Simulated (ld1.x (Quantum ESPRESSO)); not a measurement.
## zinc: variants of one PAW potential

Base potential:

zinc, PAW, made with ld1.x (Quantum ESPRESSO) 7.5 (PBEsol, scalar-relativistic). Core [Ne], reference 3s2 3p6 3d9 4s0 4p0 (charge +3). Waves: 3s (bound): rcut 0.90, rcutus 0.95 bohr; 4s (bound, empty): rcut 0.90, rcutus 0.95 bohr; 3p (bound): rcut 1.00, rcutus 1.15 bohr; 4p (bound, empty): rcut 1.00, rcutus 1.15 bohr; 3d (bound): rcut 0.80, rcutus 0.90 bohr; 3d channel at -1.75 Ry: rcut 0.80, rcutus 0.90 bohr. Local part: all-electron potential smoothed inside 0.95 bohr (lloc = -1). Core correction: a·sin(br)/r model core, default radius (ld1.x builds one for every PAW set, though the input has nlcc=.false.). Augmentation charge: BESSEL, radius 0.80 bohr.

All-electron outer shells of the reference configuration (PBEsol, scalar-relativistic, ld1.x):

```csv
shell,level (eV),outermost node (bohr),outermost maximum (bohr)
2p,-1045.96,–,0.15
3s,-170.72,0.28,0.59
3p,-124.87,0.25,0.59
3d,-50.69,–,0.56
4s,-35.29,0.83,1.75
4p,-26.36,0.89,2.04
```

Cutoffs, loose and tight: the cutoffs (Ry, on a coarse ladder) from which the occupation-weighted sum of valence levels, in a spherical-Bessel basis at the reference potential, stays within 10 and 1 mRy of its value at 400 Ry. They do not see the model core or the augmentation charge, which bear on the density cutoff. Test errors are all-electron minus pseudo excitation energies from the reference, over the configurations 3s2 3p6 3d10 4s2 4p0; 3s2 3p6 3d10 4s1 4p0; 3s2 3p6 3d10 4s0 4p0; 3s2 3p6 3d10 4s1 4p1; 3s2 3p6 3d9 4s2 4p0; 3s2 3p6 3d8 4s0 4p0; 3s1 3p6 3d10 4s2 4p0. A dash means not determined; rows that change the core or the reference have their own tests. The largest error is taken over the tests solved by every variant that gives reliable tests at all: 3s2 3p6 3d10 4s0 4p0; 3s2 3p6 3d10 4s1 4p0; 3s2 3p6 3d10 4s1 4p1; 3s2 3p6 3d10 4s2 4p0; 3s2 3p6 3d9 4s2 4p0.

Cutoffs are not given where the Bessel-basis levels miss the radial ones by over 6 mRy, ghosts where they miss by over 20 mRy; a channel whose overlap is not positive is not tested.

A file whose overlap is not positive is unfit for use, and its test errors describe a broken file.

```csv
change,outcome,"cutoff, loose","cutoff, tight",bound ghosts,largest test error (meV)
base,"generated, overlap not positive",–,–,not determined (overlap not positive),-199
"augmentation PSQ, inside the norm-conserving radii","generated, overlap not positive",–,–,not determined (overlap not positive),-208
"waves 3d (bound): rcut 0.80, rcutus 1.18 bohr; 3d channel at -1.75 Ry: rcut 0.80, rcutus 1.18 bohr","generated, overlap not positive",–,–,not determined (overlap not positive),-190
"waves 3p (bound): rcut 0.88, rcutus 0.94 bohr; 4p (bound): rcut 0.88, rcutus 0.94 bohr","generated, overlap not positive",–,–,not determined (overlap not positive),+33
"waves 3s (bound): rcut 0.66, rcutus 0.70 bohr; 4s (bound): rcut 0.66, rcutus 0.70 bohr","generated, overlap not positive",–,–,not determined (overlap not positive),-215
functional LDA (PZ),"generated, overlap not positive",–,–,not determined (overlap not positive),-243
fully relativistic,generated,–,–,not determined,-276
"wave 3d channel at -1.75 Ry: rcut 0.80, rcutus 0.90 bohr becomes 3d channel at -3.44 Ry: rcut 0.80, rcutus 0.90 bohr","generated, overlap not positive",–,–,not determined (overlap not positive),-197
```

What comes out with this change to the base: reference 3s2 3p6 3d10 4s1.5 4p0.5?

outcome: generated, overlap not positive; bound ghosts: not determined (overlap not positive); largest test error (meV): +25. A file whose overlap is not positive is unfit for use, and its test errors describe a broken file.

What comes out with this change to the base: local potential all-electron potential smoothed inside 1.05 bohr (lloc = -1)?

outcome: generated, overlap not positive; bound ghosts: not determined (overlap not positive); largest test error (meV): +5.8. A file whose overlap is not positive is unfit for use, and its test errors describe a broken file.

What comes out with this change to the base: core [Ne] 3s2, valence charge 18; reference 3p6 3d10 4s2 4p0; waves now 4s (bound): rcut 1.65, rcutus 1.80 bohr; 4s channel at 0.4 Ry: rcut 1.65, rcutus 1.80 bohr; 3p (bound): rcut 1.30, rcutus 1.55 bohr; 4p (bound): rcut 1.30, rcutus 1.55 bohr; 3d (bound): rcut 1.25, rcutus 1.50 bohr; 3d channel at -1.75 Ry: rcut 1.25, rcutus 1.50 bohr; local potential all-electron potential smoothed inside 1.75 bohr (lloc = -1); core correction Bessel-smoothed model core inside 1.20 bohr; augmentation BESSEL, radius 1.00 bohr?

outcome: generated; cutoff, loose: 60 Ry; cutoff, tight: 90 Ry; bound ghosts: none; largest test error (meV): -128.
